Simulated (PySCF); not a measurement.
Species: `Fc1ccc(OC)p1C`. The columns A, B, C and D hold Mulliken, IAO, Hirshfeld and ESP-fitted charges (e) of one PBE0/pcSseg-1 density (PySCF), in a shuffled order. Coordinates in Å (GFN2-xTB); the density's dipole moment is (2.36, -1.07, 1.57) D.

```csv
atom,x,y,z,A,B,C,D
C1,2.583,-0.936,-0.190,-0.207,-0.207,-0.031,-0.035
O2,1.243,-1.087,-0.603,-0.317,-0.173,-0.111,-0.473
C3,0.414,-0.045,-0.385,0.000,+0.151,+0.017,-0.077
C4,0.644,1.143,0.211,-0.258,-0.116,-0.102,-0.148
C5,-0.522,1.992,0.261,-0.204,-0.476,-0.085,-0.108
C6,-1.610,1.426,-0.283,+0.060,+0.342,+0.014,+0.038
F7,-2.815,2.021,-0.368,-0.263,-0.186,-0.097,-0.275
P8,-1.274,-0.177,-1.086,+0.536,-0.139,+0.162,+0.499
C9,-2.022,-1.329,0.162,-0.592,-0.241,-0.154,-0.452
H10,3.093,-1.855,-0.474,+0.166,+0.139,+0.057,+0.135
H11,2.649,-0.799,0.894,+0.136,+0.103,+0.044,+0.109
H12,3.053,-0.084,-0.690,+0.139,+0.099,+0.045,+0.112
H13,1.576,1.456,0.650,+0.153,+0.141,+0.044,+0.099
H14,-0.505,2.966,0.721,+0.166,+0.234,+0.055,+0.104
H15,-1.766,-1.027,1.175,+0.158,+0.071,+0.042,+0.157
H16,-3.103,-1.320,0.031,+0.164,+0.140,+0.050,+0.158
H17,-1.646,-2.331,-0.036,+0.165,+0.119,+0.049,+0.156
```

Which column most likely holds the ESP-fitted charges?

B. Σ q r misses the density's dipole by 0.08 D (B), 1.94 D (D), 2.06 D (C), 2.34 D (A). Charges fitted to the outside potential are the only set here that is tied to the molecule's multipoles.

And the Hirshfeld charges?

C. The mean sizes are 0.068 e (C), 0.181 e (B), 0.184 e (D), 0.217 e (A), and Hirshfeld charges are commonly the smallest of these schemes.

As computed, A = IAO, B = ESP-fitted, C = Hirshfeld, D = Mulliken. Hydrogens on carbon: IAO +0.14 to +0.17, ESP-fitted +0.07 to +0.23, Hirshfeld +0.04 to +0.06, Mulliken +0.10 to +0.16 e.

The Hirshfeld scheme weights the molecular density at each point by an atom's share of the summed free-atom densities. The ESP scheme is a least-squares fit of atom-centred charges to the potential on four shells outside the van der Waals surface, with the total charge fixed.

The structure is a single GFN2-xTB conformer in the gas phase; no vibrational or solvent corrections.

The run behind these numbers computed NMR shieldings as well. On an Arm Neoverse V1 with one thread, no GPU, shared host with 32 logical CPUs at a one-minute load of 20, this took 44 s wall (grids of density and orbitals included) and 0.89 GiB of memory at its peak.

The values belong to the conformer `[CH3:1][O:2][c:3]1[cH:4][cH:5][c:6]([F:7])[p:8]1[CH3:9]`: C1–O2–C3–C4 -2°.
